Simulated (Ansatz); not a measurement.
Species: sum formula TaOF2, net charge 1, singlet state. 
Coordinates optimised at B3LYP-D3(BJ)/def2-TZVP (Ansatz, a quantum-chemistry and plane-wave program):
```
Ta
O 1 1.6857
F 1 1.8278 2 104.88
F 1 1.8278 2 104.88 3 -114.23
```
Charge +1, spin multiplicity 1.

Quantity: vertical electron affinity (to the doublet state of charge +0; a negative value means that the extra electron is unbound and the number depends on the basis; each state is the SCF solution reached for its spin; for the singlet T1 is 0.025), in eV. Cores are frozen in the correlated levels unless marked. UHF or UKS for open shells. No spin-orbit coupling. Frozen are the shells of the preceding noble gas and the d and f shells that filled before the atom's block. In def2 rows, elements after Kr have scalar-relativistic effective core potentials. 

```csv
level,program,vertical electron affinity (eV)
HF/def2-TZVPPD,Ansatz,8.62
BHLYP/def2-TZVPD,Ansatz,8.77
wB97X/def2-TZVPD,Ansatz,8.44
RI-MP2/def2-TZVPPD,Ansatz,8.08
RI-MP2/def2-QZVPPD,Ansatz,8.10
CCSD/def2-SVPD,Ansatz,8.45
```
